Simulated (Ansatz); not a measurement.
A nudged elastic band was laid between two geometries of CH6Ge + ClH (10 atoms, charge 0, multiplicity 1).

Level of theory: RHF/def2-SVP in Ansatz 0.2.0.

* movable images: 9
* climbing image: yes
* spring: 5.0 eV/Å²
* optimiser: quadratic models (default)
* start path: through a guess of the saddle point
* force threshold: 0.05 eV/Å
* iteration limit: 60
* end points: relaxed

Initial state:

```xyz
10
Properties=species:S:1:pos:R:3
Ge -0.108 0.292 -0.158
H -0.312 0.136 1.360
H 1.394 0.449 -0.435
C -1.093 1.862 -0.803
H -2.160 1.756 -0.601
H -0.737 2.767 -0.308
H -0.958 1.983 -1.879
H -0.616 -0.980 -0.852
Cl 1.776 -2.854 1.697
H 1.183 -2.186 2.603
```

Final state:

```xyz
10
Properties=species:S:1:pos:R:3
Ge 0.515 0.056 -0.927
H -1.327 -1.476 2.985
H 1.454 0.349 -2.098
C -0.618 1.575 -0.480
H -1.225 1.347 0.396
H -0.006 2.450 -0.262
H -1.281 1.809 -1.315
H -0.284 -1.222 -1.180
Cl 1.794 -0.349 0.797
H -0.653 -1.316 2.707
```

Q: Which bonds break or form, and what moves?

A: Bonds broken: Ge1–H2, Cl9–H10. Bonds formed: Ge1–Cl9, H2–H10. CH6Ge + ClH becomes CH5ClGe + H2.

Q: Give the energies along the band, and the barrier.

A: It converged. The highest image is number 4 of 0 to 10, 224.3 kJ/mol above the first end and 271.6 kJ/mol above the last; the last end lies 47.4 kJ/mol below the first. Neighbouring images differ by up to 1.5 eV, so the band resolves the path poorly. A vibrational analysis at the climbing image gives one clearly imaginary mode, 838i cm⁻¹: a first-order saddle point. The orbitals stay closed-shell, which can raise the energy where a bond breaks towards radicals; this wasn't checked here.

```tsv
image	path coordinate (Å)	energy (kJ/mol)	Ge1–H2 (Å)	Cl9–H10 (Å)	Ge1–Cl9 (Å)
0	0.00	0.0	1.54	1.27	4.11
1	0.72	1.6	1.54	1.27	3.98
2	1.45	15.8	1.54	1.27	3.56
3	2.17	78.0	1.58	1.32	3.07
4	2.89	224.3	1.85	1.85	2.78
5	3.89	93.1	2.47	2.18	2.31
6	4.89	-8.6	3.22	2.46	2.20
7	5.89	-41.8	4.03	2.80	2.19
8	6.89	-47.2	4.69	3.17	2.19
9	7.89	-47.5	4.77	3.25	2.18
10	8.90	-47.4	4.59	3.25	2.19
```

Q: What is the geometry of the highest image?

A: 
```xyz
10
Properties=species:S:1:pos:R:3
Ge 0.179 -0.103 -0.274
H -0.242 0.073 1.514
H 1.637 0.191 -0.548
C -0.888 1.530 -0.476
H -1.918 1.378 -0.156
H -0.458 2.359 0.087
H -0.895 1.805 -1.535
H -0.536 -1.275 -0.909
Cl 1.275 -2.107 1.306
H 0.216 -0.627 1.613
```

The band took 20 iterations and of the order of 8 core-minutes.

Run time: 4.1 min on 2 threads of Arm Neoverse V1 (shared host), peak memory 0.21 GiB.
